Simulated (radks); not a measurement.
Question: The mean radii <r> (bohr) of the occupied orbitals of an atom or ion are listed with their occupations. All-electron calculation, Dirac Kohn-Sham, PBE, spin-unpolarised, spherical densities, finite nucleus; Fermi nuclear charge, rms radius of each element as measured or else 0.836 A^(1/3) + 0.57 fm. Program: a radial shooting solver on a logarithmic mesh with Libxc functionals.

orbital     occ.      <r>
1s1/2          2  0.02666
2s1/2          2   0.1142
2p1/2          2  0.09620
2p3/2          4   0.1020
3s1/2          2   0.3061
3p1/2          2   0.2962
3p3/2          4   0.3078
3d3/2          4   0.2787
3d5/2          6   0.2824
4s1/2          2   0.7166
4p1/2          2   0.7456
4p3/2          4   0.7733
4d3/2          4   0.8685
4d5/2          6   0.8793
5s1/2          2    1.802
5p1/2    1.33333    2.078
5p3/2    2.66667    2.165
5d3/2        0.4    3.610
5d5/2        0.6    3.662

Name the element and its charge. Open shells, if any, are shared by 2j + 1.

Answer: Z = 54, xenon, charge +1: Xe+ in [Kr] 4d10 5s2 5p4 5d1. The 1s radius gives Z: for a bare nucleus <r> = (2 gamma + 1)/(2Z) with gamma = sqrt(1 - (Z/c)^2), 0.02628 bohr for Z = 54, and screening makes it slightly larger (0.02666 here). The occupations add up to 53, and the charge is Z minus that.
